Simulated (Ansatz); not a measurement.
Isolated molecules relaxed with PBE0-D4/def2-TZVP in Ansatz; ΔE leaves out vibrations. CCSD(T)/CBS adds triple-zeta CCSD(T) − MP2 to the extrapolated MP2 energy (def2 sets, frozen cores). DFT in def2-TZVPP. B3LYP here is the variant with VWN-RPA as its local correlation; programs differ in this. For Ge outer-core shells are correlated without core-valence functions, which leaves a few kJ/mol of doubt a bond. Scalar relativity is left out up to krypton. Each species was taken in one conformer, which may not be the lowest.

Consider the redistribution: `C[O][GeH]([SH])[Cl]` + `F[SiH](F)F` → `C[O][GeH2][Cl]` + `F[Si](F)(F)S`.

`C[O][GeH]([SH])[Cl]`:

Cartesian coordinates in Å:
```
C -1.162 -0.622 -0.870
O -1.129 -0.045 0.419
Ge 0.361 0.648 1.043
S 2.040 -0.788 0.977
Cl 0.898 2.311 -0.217
H -2.153 -1.058 -1.009
H -0.998 0.129 -1.650
H -0.414 -1.416 -0.978
H 0.040 1.122 2.456
H 2.515 -0.281 -0.172
```

`F[SiH](F)F`:

```xyz
5

F    -1.509   -0.051    0.389
Si    0.023   -0.004    0.034
F     0.324    1.371   -0.668
F     0.326   -1.158   -0.992
H     0.836   -0.158    1.238
```

`C[O][GeH2][Cl]`:

```xyz
9

C    -1.318    0.447   -0.316
O    -0.015    0.230   -0.807
Ge    1.192   -0.409    0.316
Cl    2.965   -0.607   -0.856
H    -1.923    0.834   -1.138
H    -1.786   -0.480    0.043
H    -1.338    1.183    0.498
H     0.768   -1.799    0.815
H     1.456    0.600    1.445
```

`F[Si](F)(F)S`:

Cartesian coordinates in Å:
```
F 0.256 -1.782 0.705
Si -0.112 -0.457 -0.054
F -1.677 -0.294 -0.049
F 0.305 -0.611 -1.564
S 0.871 1.117 0.905
H 0.358 2.027 0.057
```

```json
{"level": "r2SCAN", "ΔE (eV)": "0.09"}
{"level": "B3LYP", "ΔE (eV)": "0.11"}
{"level": "CCSD(T)/def2-TZVPP", "ΔE (eV)": "0.15"}
{"level": "CCSD/CBS(def2)", "ΔE (eV)": "0.11"}
```

Question: What does CCSD(T)/CBS give? (An estimate is asked.)

Answer: The calculation gave: +0.13 eV. The listed levels differ from it by -0.04, -0.02, 0.02, -0.02 eV.

Largest T1 diagnostic among the species: 0.012.

In def2-TZVPP, CCSD(T) changes the Hartree–Fock value by +0.06 eV (the triples alone add +0.02 eV) and MP2 by +0.10 eV. The D4 term adds +0.04 eV with B3LYP and +0.02 eV with PBE0; it sums over pairs of atoms, weighted by their polarisabilities, and B3LYP, whose exchange is more repulsive, gets the larger term.
